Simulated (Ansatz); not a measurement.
Consider the cleavage of the Si–Ge bond: `[SiH3][GeH2][GeH2][SiH2][GeH3]` + `C[SiH2]N` → `C[SiH2]N[SiH3]` + `[GeH3][SiH2][GeH2][GeH3]`.

Computed with Ansatz on PBE0-D4/def2-TZVP structures; ΔE is electronic, products minus reactants. CCSD(T)/CBS adds triple-zeta CCSD(T) − MP2 to the extrapolated MP2 energy (def2 sets, frozen cores). DFT in def2-TZVPP. B3LYP here is the variant with VWN-RPA as its local correlation; programs differ in this. HSE06 is defined as in plane-wave codes. For Ge outer-core shells are correlated without core-valence functions, which leaves a few kJ/mol of doubt a bond. Scalar relativity is left out up to krypton. Each species was taken in one conformer, which may not be the lowest.

| level | ΔE (kJ/mol) | difference from CCSD(T)/CBS |
| --- | --- | --- |
| LDA (SPW92) | -20.4 | 9.8 |
| PBE-D4 | -16.0 | 14.2 |
| revPBE-D4 | -19.3 | 10.9 |
| BLYP-D4 | -27.3 | 2.9 |
| r2SCAN-D4 | -27.6 | 2.6 |
| B97M-V | -34.6 | -4.4 |
| PBE0-D4 | -20.8 | 9.4 |
| B3LYP-D4 | -30.2 | 0.0 |
| r2SCANh-D4 | -28.1 | 2.1 |
| r2SCAN0-D4 | -29.1 | 1.1 |
| HSE06-D4 | -20.6 | 9.6 |
| CAM-B3LYP-D4 | -36.3 | -6.1 |
| ωB97X-V | -31.9 | -1.7 |
| ωB97M-V | -33.1 | -2.9 |
| PBE | -18.8 | 11.4 |
| revPBE | -19.4 | 10.8 |
| r2SCAN | -28.6 | 1.6 |
| PBE0 | -23.7 | 6.5 |
| B3LYP | -34.7 | -4.5 |
| r2SCANh | -29.3 | 0.9 |
| r2SCAN0 | -30.4 | -0.2 |
| HSE06 | -23.6 | 6.6 |
| BHLYP | -41.6 | -11.4 |
| CAM-B3LYP | -39.9 | -9.7 |
| LC-ωPBE | -31.4 | -1.2 |
| RPA@PBE/def2-TZVPP | -34.2 | -4.0 |
| HF/def2-SVP | -50.4 | -20.2 |
| MP2/def2-SVP | -37.0 | -6.8 |
| CCSD/def2-SVP | -36.7 | -6.5 |
| CCSD(T)/def2-SVP | -35.0 | -4.8 |
| HF/def2-TZVPP | -52.2 | -22.0 |
| MP2/def2-TZVPP | -34.2 | -4.0 |
| SCS-MP2/def2-TZVPP | -39.2 | -9.0 |
| CCSD/def2-TZVPP | -34.4 | -4.2 |
| CCSD(T)/def2-TZVPP | -31.8 | -1.6 |
| HF/def2-QZVPP | -54.4 | -24.2 |
| MP2/def2-QZVPP | -34.0 | -3.8 |
| SCS-MP2/def2-QZVPP | -39.4 | -9.2 |
| HF/CBS(def2) | -54.7 | -24.5 |
| CCSD/CBS(def2) | -32.8 | -2.6 |
| CCSD(T)/CBS | -30.2 | 0 |

Largest T1 diagnostic among the species: 0.012.

In def2-TZVPP, CCSD(T) changes the Hartree–Fock value by +20.3 kJ/mol (the triples alone add +2.6 kJ/mol) and MP2 by +18.0 kJ/mol. At CCSD(T), def2-SVP lies −4.8 kJ/mol from the extrapolated value and def2-TZVPP −1.6 kJ/mol. From PBE to PBE0 (25 % exact exchange), in def2-TZVPP and without D4, ΔE moves by −4.9 kJ/mol.
